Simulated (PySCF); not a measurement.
Run record for `CN(C)C(=O)CCCl`: PBE/def2-SVPD, TDA, 1 singlet.

Method: TDA PBE/def2-SVPD, vertical, gas phase, core orbitals frozen in the response (PySCF 2.14.0, density-fitted response routines). Geometry: GFN2-xTB. The input is one job of a driver script: a line of settings, then coordinates in Å.

Command:
```bash
OMP_NUM_THREADS=1 python probes_run.py task.json out
```

Input:
```
{"job": {"kind": "uv", "xc": "PBE", "basis": "def2-SVPD", "nstates": 1, "ntriplets": 2, "tda": true}, "charge": 0, "multiplicity": 1}
C     -2.106583     1.129177    -0.299438
N     -1.051403     0.181938    -0.013444
C     -1.516707    -1.097212     0.458987
C      0.234252     0.553635    -0.206088
O      0.530276     1.662011    -0.612147
C      1.306540    -0.486010     0.110419
C      2.678134     0.107856    -0.167300
Cl     3.947576    -1.087371     0.197126
H     -2.768173     0.736263    -1.074353
H     -1.649392     2.053034    -0.646166
H     -2.692094     1.326880     0.600937
H     -2.097801    -0.963918     1.376089
H     -0.696327    -1.775157     0.664158
H     -2.168480    -1.554281    -0.291242
H      1.242114    -0.777648     1.160930
H      1.160489    -1.371554    -0.511800
H      2.859619     0.981675     0.456905
H      2.779199     0.387003    -1.215228
```

Predict the output.

```
coarse grid: 15408 points
cycle   1  E = -785.4850945059  dE =  8.032e-01  |g| = 9.079e-01  |ddm| = 7.396e+00
cycle   2  E = -783.5809692010  dE =  1.904e+00  |g| = 2.856e+00  |ddm| = 3.159e+01
cycle   3  E = -785.6195815622  dE = -2.039e+00  |g| = 4.101e-01  |ddm| = 3.168e+01
cycle   4  E = -785.6496824362  dE = -3.010e-02  |g| = 2.500e-01  |ddm| = 1.064e+00
cycle   5  E = -785.6626664979  dE = -1.298e-02  |g| = 8.983e-02  |ddm| = 3.882e-01
cycle   6  E = -785.6643441782  dE = -1.678e-03  |g| = 2.204e-02  |ddm| = 1.502e-01
cycle   7  E = -785.6644501797  dE = -1.060e-04  |g| = 5.419e-03  |ddm| = 3.889e-02
cycle   8  E = -785.6644567376  dE = -6.558e-06  |g| = 1.799e-03  |ddm| = 1.274e-02
final grid: 143712 points
cycle   9  E = -785.7913441550  dE = -3.314e-05  |g| = 2.005e-02  |ddm| = 2.401e-01
cycle  10  E = -785.7908194099  dE =  5.247e-04  |g| = 5.383e-02  |ddm| = 9.539e-02
cycle  11  E = -785.7914171751  dE = -5.978e-04  |g| = 8.319e-03  |ddm| = 7.589e-02
cycle  12  E = -785.7914328294  dE = -1.565e-05  |g| = 9.249e-04  |ddm| = 1.227e-02
cycle  13  E = -785.7914330406  dE = -2.112e-07  |g| = 3.364e-04  |ddm| = 2.556e-03
cycle  14  E = -785.7914330684  dE = -2.782e-08  |g| = 8.672e-05  |ddm| = 6.189e-04
cycle  15  E = -785.7914330702  dE = -1.732e-09  |g| = 2.619e-05  |ddm| = 1.820e-04
cycle  16  E = -785.7914330703  dE = -1.246e-10  |g| = 1.102e-05  |ddm| = 4.918e-05
converged SCF energy = -785.7914330703

Static polarisability (au): isotropic 91.774, principal 68.323 89.540 117.460

Singlet excitations
state   eV       nm        f      main configurations
  1   5.4993    225.5   0.00845   H->L+1 0.99

Triplet excitations (Tamm-Dancoff, eV): 4.9281 5.0717
```

The SCF starts on a coarse grid where the log names one; the energy can jump when the final grid takes over, and dE then counts from the start density on the new grid. H and L stand for HOMO and LUMO; the number after each pair is its weight.

How does the lowest singlet excitation compare with the HOMO–LUMO gap?

HOMO -5.93 eV and LUMO -0.58 eV give a gap of 5.35 eV; S1 at 5.50 eV lies 0.15 eV above it.

Give S1 in cm⁻¹ and kJ/mol.

5.4993 eV × 8065.54 = 44355 cm⁻¹; × 96.485 = 530.6 kJ/mol.

In short: SCF converged in 16 cycles with 250 basis and 901 fitting functions; HOMO -5.93 eV, LUMO -0.58 eV; lowest singlet 5.50 eV; lowest triplet 4.93 eV (Tamm–Dancoff); mean polarisability 91.8 au.

On one thread, x86-64 server, no GPU, on a shared host, this took 78 s of wall time (grids of density and orbitals included).

Shape of the structure used: `[CH3:1][N:2]([CH3:3])[C:4](=[O:5])[CH2:6][CH2:7][Cl:8]`: C1–N2–C4–O5 0°, N2–C4–C6–C7 180°, C4–C6–C7–Cl8 180°.

One conformer stands for the species.
